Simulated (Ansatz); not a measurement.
`C[O][Al]([CH3])[OH]` → `[CH3][AlH][OH]` + `C=O` at 400 K and 1 bar (β-hydride elimination).

Computed with Ansatz on PBE0-D4/def2-TZVP structures; ΔE is electronic, products minus reactants. CCSD(T)/CBS adds triple-zeta CCSD(T) − MP2 to the extrapolated MP2 energy (def2 sets, frozen cores). This one scheme is used for every species. One conformer a species, not always the lowest.

```
              species  CCSD(T)/CBS energy (Eh)  H − E (kJ/mol)  S (J/(mol·K))
`C[O][Al]([CH3])[OH]`               -472.79725           278.9          423.6
     `[CH3][AlH][OH]`               -358.31021           173.0          332.2
                `C=O`               -114.39408            83.9          229.4
```

H − E and S are ideal-gas, rigid-rotor, harmonic terms from PBE0-D4/def2-TZVP, for one conformer and one mirror image of each species. 1 Eh = 2625.50 kJ/mol, R = 8.31446 J/(mol·K).

Problem. By hand: ΔE, ΔH, ΔS and ΔG.

Solution. ΔE = (-358.31021) + (-114.39408) − (-472.79725) = 0.09296 Eh = 244.1 kJ/mol. Δ(H − E) = 173.0 + 83.9 − 278.9 = -22.0, so ΔH = 222.1 kJ/mol. ΔS = 332.2 + 229.4 − 423.6 = 138.0 J/(mol·K). ΔG = 222.1 − 400 × (138.0)/1000 = 166.9 kJ/mol.

Problem. By hand: the equilibrium constant, and the temperature at which ΔG would vanish if ΔH and ΔS stayed fixed.

Solution. log₁₀ K = −ΔG/(RT ln 10) = -21.8. ΔG = 0 at ΔH/ΔS = 1609 K.

The number of gas molecules changes by +1, which sets the sign of ΔS. A doubt of 5 kJ/mol in ΔE shifts log₁₀ K by 0.7 here. Other conformers and mirror images would add mixing entropy, several J/(mol·K) or more a flexible species. Modes under 60 cm⁻¹, often nearly free rotors, make the harmonic entropy too high. These are equilibria of isolated gas molecules and say nothing of rates. Largest T1 diagnostic: 0.015 (customary marks: 0.02 for closed shells, 0.045 for open ones).
